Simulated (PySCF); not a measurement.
**Telling isomers of C$_{9}$H$_{13}$P apart by NMR**

Relativity neglected, one averaged value for each set of equivalent atoms, no solvent, a single conformation. Shieldings: GIAO PBE0/pcSseg-1; structure optimised with GFN2-xTB; PySCF 2.14.0 with density-fitted response routines.

References, each an isolated molecule treated in the same way: TMS for ¹H (31.72 ppm) and ¹³C (186.93 ppm). Splittings of carbon signals by F and P are missing where no couplings were computed. Where no couplings were computed, multiplicities follow the n + 1 count of equivalent neighbours, and m marks all less simple cases (inequivalent or close neighbours, rings, F or P nearby). Shifts are as computed. Against solution values, carbons near 30 ppm lie about +3 ppm off and those near 130 ppm about +5 ppm. Of 1211 compounds with measured shifts, 218 miss one by over three times the rms of a fit or turn the order of signals round; such compounds aren't used in these exercises.

(1) Tabulate the signals of `C=Cc1cp(C)c(C)c1C`, `Cc1cpc(C)c(C)c1C` and their relative energies.

(2) What is the quickest way to tell C=Cc1cp(C)c(C)c1C from Cc1cpc(C)c(C)c1C?

## Answers

(1) 
| SMILES | carbon types | δC | δH | E rel. (kcal/mol) |
| --- | --- | --- | --- | --- |
| C=Cc1cp(C)c(C)c1C | 3×C 2×CH 1×CH2 3×CH3 | 157.7, 156.7, 144.4, 140.2, 138.5, 123.3, 16.0, 16.0, 14.1 | 6.99 (m, 1H), 6.84 (m, 1H), 6.08 (m, 1H), 5.54 (m, 1H), 2.23 (m, 3H), 2.13 (s, 3H), 1.26 (m, 3H) | 25.1 |
| Cc1cpc(C)c(C)c1C | 4×C 1×CH 4×CH3 | 174.2, 163.7, 146.0, 144.7, 142.5, 28.9, 28.0, 20.7, 20.4 | 8.70 (m, 1H), 2.83 (m, 3H), 2.57 (s, 3H), 2.44 (s, 3H), 2.40 (s, 3H) | 0.0 |

Energies are electronic energies at PBE0/pcSseg-1 on these geometries, without zero-point or thermal terms, each for the one conformer computed, which needn't be the lowest.

(2) Both give the same number of carbon signals, but DEPT or the intensities differ. The first has a terminal =CH2 carbon at 123.3 ppm, the second an aromatic CH at 163.7 ppm. Their most deshielded carbons lie at 157.7 and 174.2 ppm. In the proton spectra the most deshielded non-exchanging signals are 6.99 (m, 1H) and 8.70 (m, 1H).
